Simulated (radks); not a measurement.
Problem. The rubidium ion Rb+, 36 electrons, occupied as [Kr]. All-electron calculation, non-relativistic Kohn-Sham, PW91, spin-polarised, spherical densities, point nucleus; relativity is left out, which matters for an element this heavy. Program: a radial shooting solver on a logarithmic mesh with Libxc functionals. Some entries of the table are withheld. Estimate them.

orbital  occ.  eigenvalue (eV)  <r^2> (bohr^2)  <1/r> (bohr^-1)
1s          2        -14751.05        0.002282              (1)
2s          2        -1948.561         0.03908            8.132
2p          6        -1770.002         0.03005            8.117
3s          2        -292.7653          0.3127              (2)
3p          6        -228.3256          0.3202            2.621
3d         10        -112.1292             (3)            2.394
4s          2         -36.5496             (4)           0.9006
4p          6         -21.7109           3.429           0.7684

Solution. 
(1) 1s <1/r> (bohr^-1): 36.49
(2) 3s <1/r> (bohr^-1): 2.726
(3) 3d <r^2> (bohr^2): 0.3355
(4) 4s <r^2> (bohr^2): 2.499
